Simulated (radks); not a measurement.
Problem. The gallium ion Ga19+, 12 electrons, occupied as [Ne] 3s2. Method: scalar-relativistic Kohn-Sham, PBEsol, spin-polarised, spherical densities, finite nucleus; Fermi nuclear charge, rms radius 3.9973 fm; computed with a radial shooting solver on a logarithmic mesh with Libxc functionals. Some entries of the table are withheld. Estimate them.

orbital  occ.  eigenvalue (eV)  <1/r> (bohr^-1)
1s          2        -10995.07              (1)
2s          2        -2000.866              (2)
2p          6        -1844.680            6.801
3s          2              (3)              (4)

Solution. 
(1) 1s <1/r> (bohr^-1): 31.29
(2) 2s <1/r> (bohr^-1): 6.941
(3) 3s eigenvalue (eV): -746.6387
(4) 3s <1/r> (bohr^-1): 2.706
